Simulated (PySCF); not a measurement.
## Field gradients at the hydrogen positions

Species: C4H6ClNSi.
Atom-mapped SMILES: `[CH3:1]/[C:2](=[CH:3]\[Cl:4])[SiH2:5][C:6]#[N:7]` (hydrogens: H8, H9, H10 on C1; H11 on C3; H12, H13 on Si5)

Structure used (PBE0-D3(BJ)/def2-SVP), in Å, numbered top down from 1:
```xyz
13
C4H6ClNSi angstrom
C      0.8863    1.0768    0.7853
C      0.4330   -0.1527    0.0602
C      1.2380   -0.9880   -0.6129
Cl     2.9480   -0.7955   -0.7503
Si    -1.3824   -0.5865    0.0715
C     -2.3130    0.8495   -0.6669
N     -2.8559    1.7685   -1.1204
H      0.3575    1.9679    0.4093
H      0.6606    1.0033    1.8619
H      1.9667    1.2366    0.6679
H      0.8789   -1.8734   -1.1442
H     -1.6633   -1.7880   -0.7597
H     -1.9181   -0.7499    1.4523
```

Level: PBE0/pcSseg-1 (PySCF, non-relativistic); Q(2H) = 0.00286 b; rigid geometry, the same for H and D, with no vibrational averaging.

Task: Rank these positions by the coupling χzz of a deuteron there, largest first.
A. H8 (methyl hydrogen)
B. H13 (Si–H hydrogen)
C. H11 (vinylic hydrogen)

Result: C (199 kHz), A (191 kHz), B (94 kHz).

Task: Tabulate Vzz, the asymmetry η and χzz = 234.96 MHz × Q × Vzz for every hydrogen position.

Result: 
```tsv
atom	bonded to	bond length (Å)	Vzz (au)	η	χzz (kHz)
H8	C1	1.102	0.2847	0.04	191
H9	C1	1.102	0.2874	0.04	193
H10	C1	1.098	0.2887	0.05	194
H11	C3	1.093	0.2955	0.11	199
H12	Si5	1.488	0.1408	0.03	95
H13	Si5	1.490	0.1397	0.00	94
```

Task: Average by the element that carries the hydrogen.

Result: on C: 194 kHz over 4 positions, mean bond length 1.099 Å; on Si: 94 kHz over 2 positions, mean bond length 1.489 Å.

One conformer (not necessarily the lowest) at the PBE0-D3(BJ)/def2-SVP geometry, without solvent, vibrations or thermal averaging. A larger basis could move these couplings by a tenth or more.

These values come from a run that also computed NMR shieldings. Time: 19 s. Hardware: one thread, Arm Neoverse V1 (shared host).
